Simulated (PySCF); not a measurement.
**Rh²⁺: ionisation energy**

Rh²⁺ [Kr] 4d7 (4F) → Rh³⁺ [Kr] 4d6 (5D), as a difference of total energies. Computed with PySCF 2.14 in cc-pVTZ-PP with ECP28MDF, with a scalar-relativistic core potential. Correlated levels: valence: 4s2 4p6 frozen. The calculations carry no spin-orbit coupling.

```json
{"method": "UHF", "ionisation energy (eV)": "29.303", "difference from reference (eV)": "-1.757"}
{"method": "M06-L", "ionisation energy (eV)": "30.920", "difference from reference (eV)": "-0.140"}
{"method": "PBE", "ionisation energy (eV)": "31.106", "difference from reference (eV)": "+0.046"}
{"method": "MP2 (valence)", "ionisation energy (eV)": "30.615", "difference from reference (eV)": "-0.445"}
{"method": "SCS-MP2 (valence)", "ionisation energy (eV)": "30.779", "difference from reference (eV)": "-0.281"}
```

Reference: 31.06 eV (semi-empirical (NIST evaluation); NIST Atomic Spectra Database, ionization energies).

The reference lies between the lowest fine-structure levels, while these numbers refer to the centres of the terms.

Errors of the correlated levels include the incompleteness of this basis and the frozen core.
